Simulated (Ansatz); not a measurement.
```yaml
crystal:
  periodic: [false, false, false]
  atoms:
    - {symbol: C, position_ang: [0.103402, 1.937899, 0.528107]}
    - {symbol: Al, position_ang: [0.649573, -0.050737, 0.400886]}
    - {symbol: O, position_ang: [1.623106, -0.661652, 1.548592]}
    - {symbol: Si, position_ang: [-0.796405, -1.483611, -1.265978]}
    - {symbol: H, position_ang: [0.675324, 2.408868, 1.285886]}
    - {symbol: H, position_ang: [-0.940672, 2.172116, 0.731142]}
    - {symbol: H, position_ang: [0.321848, 2.547491, -0.395420]}
    - {symbol: H, position_ang: [1.641223, -1.557812, 1.462265]}
    - {symbol: H, position_ang: [-2.260775, -1.318522, -0.972926]}
    - {symbol: H, position_ang: [-0.626174, -1.359786, -2.546537]}
    - {symbol: H, position_ang: [-0.409432, -2.800055, -0.821383]}
basis:
  gaussian: {orbitals: STO-3G}
hamiltonian: {xc: {name: HF}}
correlation: {active_space: {window: {electrons: 6, orbitals: 2}}}
```

```sh
$ ansatz run in.yaml --threads 2 --pin off --events-out ev --progress --plain --max-ram 4352MiB
```

Problem. How does Ansatz answer? (Estimate.)

Solution. Computed: The run stopped with an error.
```
Functional definition: HF
421 factors; integrals over basis functions are off by at most 6.2e-5 eV
mean field evaluation 1: about -17411.1527 eV, gradient 2.4e1 eV
mean field evaluation 2: about -17411.2224 eV, gradient 2.4e1 eV
mean field evaluation 4: about -17413.4463 eV, gradient 1.6e0 eV
mean field evaluation 8: about -17413.4603 eV, gradient 7.5e-6 eV
mean field -17413.46027631 eV, -639.9328618871 hartree, gradient 8.7e-7 eV, S^2 0.000000; 0 other end points of the search recorded, 0 dependent functions left out
reference -17413.46027631 eV, -639.9328618871 hartree; 24, 24 occupied and 11, 11 virtual orbitals, 421 factors
Error: 6 electrons in 2 orbitals form no window around the highest filled level of the reference
```
